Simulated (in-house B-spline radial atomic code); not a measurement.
Pb²⁺. Computed with a B-spline radial atomic code. Model: non-relativistic spherical atom: semilocal Troullier-Martins pseudo-atom, one channel per l, against all electrons, high spin, G0W0 and RPA with empty states to l = 8, local potential for every l without a channel, a model core (radius 0 = none) keeps its share of the functional.

The core holds an angular momentum without a channel of its own, so the local potential lets valence electrons into it.

Without relativity these are model numbers for so heavy an element.

What the tables leave out is listed at the end.

The pseudopotential gives back the lowest level of each angular momentum of its own functional in the configuration it was made in; a second state of the same l is only approximately right. Exact exchange, RPA and GW see the smooth pseudo-orbitals and miss the exchange with the core, for which the functional's share stands in. The column with an uncorrelated core keeps all orbitals and exact exchange, and so separates missing core correlation from pseudisation. Only the three outermost levels and the lowest empty one were computed. RPA here is direct RPA, with no exchange kernel, and its energies carry an (l + 1/2)⁻⁴ tail. A hybrid on a potential with a model core restores only its own semilocal share of the core's exchange.

Command:
```bash
python run_psgw.py task.json out
```
Settings (lengths in bohr, energies in hartree):
```
Z                      82
electrons              80
configuration          [Xe] 4f14 5d10 6s2
generated_in           [Xe] 4f14 5d10 6s2 6p2
functional             lda,vwn
core_shells            11
radius_factor          1
core_correction        False
ion_configuration      [Xe] 4f14 5d10 6s1
```

Run time, properties included: 99 s on 1 thread of Arm Neoverse N1, with other jobs on the host.

Given: made with LDA VWN5; model core radius 0 bohr; local radius 1.113 bohr; mean-field start LDA VWN5.

Valence shells of the generating configuration: 5p, 5d, 6s, 6p.

Channel: s 2.222, p 0.917, d 1.068 (radii in bohr).

Computed: largest level miss in the spin-unpolarised generating configuration 0.07 eV; valence RPA correlation energy all-electron orbitals -1.0653 hartree; all-electron RPA polarisability, core included 16.041 bohr³; pseudo-atom RPA polarisability 16.04 bohr³; ionisation by mean-field all-electron 28.682 eV; ionisation by RPA all-electron 28.526 eV; ionisation by RPA pseudo minus all 1.44 eV.

| level | occupied | mean-field all-electron (eV) | mean-field pseudo minus all (eV) | G0W0 all-electron (eV) | G0W0 uncorrelated core minus all (eV) | G0W0 pseudo minus all (eV) | exchange self-energy all-electron (eV) | exchange self-energy pseudo (eV) |
| --- | --- | --- | --- | --- | --- | --- | --- | --- |
| 6s | 1 | -24.419 | -0.067 | -28.536 | 0.043 | -1.488 | -15.093 | -15.236 |
| 6p (empty) | 0 | -17.339 | -0.179 | -13.954 | 0.049 | -0.034 | -5.3441 | -3.8871 |

Q: What is the ionisation by mean-field pseudo minus all?

A: 0.07 eV.

Q: What is the valence RPA correlation energy pseudo?

A: -1.3536 hartree.

Given: mean-field start PBE0.

Computed: valence RPA correlation energy all-electron orbitals -1.012 hartree; valence RPA correlation energy pseudo -1.2892 hartree; all-electron RPA polarisability, core included 15.05 bohr³; ionisation by mean-field all-electron 27.873 eV; ionisation by mean-field pseudo minus all 0.647 eV; ionisation by RPA pseudo minus all 1.526 eV.

```json
{"level": "6s", "occupied": "1", "mean-field all-electron (eV)": "-24.8", "mean-field pseudo minus all (eV)": "-0.579", "G0W0 all-electron (eV)": "-28.381", "G0W0 uncorrelated core minus all (eV)": "0.046", "G0W0 pseudo minus all (eV)": "-1.542", "exchange self-energy all-electron (eV)": "-14.79", "exchange self-energy pseudo (eV)": "-15.661"}
{"level": "6p (empty)", "occupied": "0", "mean-field all-electron (eV)": "-16.075", "mean-field pseudo minus all (eV)": "0.01", "G0W0 all-electron (eV)": "-13.942", "G0W0 uncorrelated core minus all (eV)": "0.045", "G0W0 pseudo minus all (eV)": "0.121", "exchange self-energy all-electron (eV)": "-4.9566", "exchange self-energy pseudo (eV)": "-3.6048"}
```

Q: What is the pseudo-atom RPA polarisability?

A: 14.005 bohr³.

Q: What is the ionisation by RPA all-electron?

A: 28.348 eV.

Given: mean-field start Hartree-Fock.

Computed: valence RPA correlation energy all-electron orbitals -0.88747 hartree; valence RPA correlation energy pseudo -1.1333 hartree; all-electron RPA polarisability, core included 12.828 bohr³; pseudo-atom RPA polarisability 9.7708 bohr³; ionisation by RPA all-electron 27.939 eV; ionisation by RPA pseudo minus all 1.646 eV.

```csv
level,occupied,mean-field all-electron (eV),mean-field pseudo minus all (eV),G0W0 all-electron (eV),G0W0 uncorrelated core minus all (eV),G0W0 pseudo minus all (eV),exchange self-energy all-electron (eV),exchange self-energy pseudo (eV)
6s,1,-26.317,-2.565,-28.141,0.048,-1.619,-14.074,-17.256
5d,1,-49.445,1.486,-49.307,0.139,1.292,-41.908,-33.282
6p (empty),0,-12.874,0.525,-13.871,0.035,0.516,-4.0749,-2.8503
```

Q: What is the ionisation by mean-field pseudo minus all?

A: 2.482 eV.

Q: What is the ionisation by mean-field all-electron?

A: 26.086 eV.

Among the listed levels the largest G0W0 shift of the pseudo-atom is -1.62 eV, for 6s on the Hartree-Fock start, while leaving the core uncorrelated moves that level by +0.05 eV. So pseudisation and the lost core exchange, not the missing core correlation, make the error. Not in the tables (levels of low weight, unsolved or above zero; the highest and the empty levels are kept at any weight): on LDA the G0W0 levels 5d (pseudo minus all +0.23 eV, weights 0.79 and 0.84), 5p (pseudo minus all +1.03 eV, weights 0.07 and 0.26); on PBE0 the G0W0 levels 5d (pseudo minus all +0.41 eV, weights 0.86 and 0.53), 5p (pseudo minus all -5.36 eV, weights 0.08 and 0.18); on Hartree-Fock the G0W0 levels 5p (pseudo minus all +7.19 eV, weights 0.19 and 0.19).
